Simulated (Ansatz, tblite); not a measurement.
Spin states of Mg2S2 (the lowest singlet isomer of a short search), each relaxed with r2SCAN-D4/def2-TZVP in Ansatz. Electronic energies in the gas phase.

The xTB rows come from tblite. LC-ωPBE has ω = 0.4 bohr⁻¹. B3LYP takes the VWN-RPA correlation. HSE06 is defined as in plane-wave codes, on full-range PBE exchange. Correlated methods freeze 12 core orbitals; core or outer-core shells of Mg are correlated, in sets that lack core-valence functions. The structure comes from a short search, and lower isomers may exist.

Singlet geometry (D2h within 0.1 Å):

Cartesian coordinates in Å:
```
Mg 0.5730 -0.6769 0.9624
Mg -0.5730 0.6769 -0.9624
S 1.5138 1.1488 -0.0932
S -1.5138 -1.1488 0.0932
```

Triplet geometry (D2h within 0.1 Å):

| atom | x (Å) | y (Å) | z (Å) |
| --- | --- | --- | --- |
| Mg1 | -1.402 | -0.283 | 0.415 |
| Mg2 | 1.402 | 0.283 | -0.415 |
| S3 | 0.407 | 0.511 | 1.722 |
| S4 | -0.407 | -0.511 | -1.722 |

Quintet geometry (D2h within 0.1 Å):

Cartesian coordinates in Å:
```
Mg 0.910 -1.162 0.857
Mg -0.910 1.162 -0.857
S -1.303 -1.320 -0.406
S 1.303 1.320 0.406
```

⟨S²⟩: triplet 2.02 at PBE0-D4/def2-TZVP (pure 2.00), quintet 6.01 at PBE0-D4/def2-TZVP (pure 6.00).

Run but left out: HF/def2-TZVPP, MP2/def2-TZVPP, CCSD/def2-TZVPP, CCSD(T)/def2-TZVPP (flagged by the program: other roots).

Only these spin states were relaxed. The quintet has other bonds than the singlet, so the gap mixes isomer and spin.

Task: Estimate which spin state lies lowest at each of these levels, and by how much: GFN1-xTB; HF/6-31G; HF/def2-TZVP; BLYP-D4/def2-TZVP; r2SCAN-D4/def2-TZVP; B3LYP-D4/6-31G; PBE0-D4/def2-TZVP; HSE06-D4/def2-TZVP; LC-ωPBE/def2-TZVP; ωB97X-V/def2-TZVP; RPA@PBE/def2-TZVP; MP2/def2-TZVP.

Result: 
| level | triplet − singlet (kJ/mol) | quintet − singlet (kJ/mol) | lowest of these |
| --- | --- | --- | --- |
| GFN1-xTB | 185.6 | 375.5 | singlet |
| HF/6-31G | 132.7 | 142.1 | singlet |
| HF/def2-TZVP | 167.3 | 210.6 | singlet |
| BLYP-D4/def2-TZVP | 145.4 | 388.5 | singlet |
| r2SCAN-D4/def2-TZVP | 168.7 | 405.8 | singlet |
| B3LYP-D4/6-31G | 130.1 | 325.1 | singlet |
| PBE0-D4/def2-TZVP | 186.0 | 398.2 | singlet |
| HSE06-D4/def2-TZVP | 182.4 | 399.6 | singlet |
| LC-ωPBE/def2-TZVP | 244.8 | 387.4 | singlet |
| ωB97X-V/def2-TZVP | 248.7 | 418.5 | singlet |
| RPA@PBE/def2-TZVP | 140.7 | 368.1 | singlet |
| MP2/def2-TZVP | 248.3 | 427.7 | singlet |

The xTB methods have no spin-polarisation term.
